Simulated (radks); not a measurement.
Results of a calculation; reference values are marked as such.
Valence configurations of Cl2+ (all share [Ne]). Level of theory: scalar-relativistic Kohn-Sham, r2SCAN, spin-polarised, spherical densities, finite nucleus; open shells are filled with parallel spins first; meta-GGA in the generalised Kohn-Sham scheme; Fermi nuclear charge, rms radius 3.3654 fm (a radial shooting solver on a logarithmic mesh with Libxc functionals). Order these by energy: 3s1 3p4; 3p5; 3s2 3p3; 3s1.5 3p3.5; 3s0.5 3p4.5.

Answer. From the lowest, in eV above it: 3s2 3p3 0.000; 3s1.5 3p3.5 6.857; 3s1 3p4 13.544; 3s0.5 3p4.5 22.846; 3p5 31.169. NIST lists [Ne] 3s2 3p3 as the ground configuration; this level of theory agrees among the configurations tried. The energies are those of spherical high-spin densities, not of single terms.
